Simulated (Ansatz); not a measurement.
Consider the substitution at a C–F bond: `FC1C[SiH2]1` + H₂Se → `[SeH]C1C[SiH2]1` + H–F.

Gas-phase electronic energies from Ansatz, PBE0-D4/def2-TZVP geometries. CCSD(T)/CBS is the MP2 limit (def2-TZVPP, def2-QZVPP) plus CCSD(T) − MP2 in def2-TZVPP, frozen cores. This one scheme is used for every species. Functionals use def2-TZVPP. B3LYP here is the variant with VWN-RPA as its local correlation; programs differ in this. For Se outer-core shells are correlated without core-valence functions, which leaves a few kJ/mol of doubt a bond. Scalar relativity is left out up to krypton. Each species was taken in one conformer, which may not be the lowest.

**Question.** Is it downhill or uphill in electronic energy at CCSD(T)/CBS, and by how much? (Best estimate.)

**Answer.** Ansatz gave: Downhill: ΔE = -0.72 eV.

**Question.** What do these levels give: B3LYP-D4, ωB97X-V, PBE, r2SCAN, PBE0, CCSD/CBS(def2)? (Best estimate.)

**Answer.** Ansatz gave: B3LYP-D4 -0.52, ωB97X-V -0.50, PBE -0.47, r2SCAN -0.49, PBE0 -0.53, CCSD/CBS(def2) -0.68 eV.

Largest T1 diagnostic among the species: 0.012.

In def2-TZVPP, CCSD(T) changes the Hartree–Fock value by −0.28 eV (the triples alone add −0.04 eV) and MP2 by −0.47 eV. The D4 term adds −0.12 eV with B3LYP and −0.06 eV with PBE0; it sums over pairs of atoms, weighted by their polarisabilities, and B3LYP, whose exchange is more repulsive, gets the larger term.
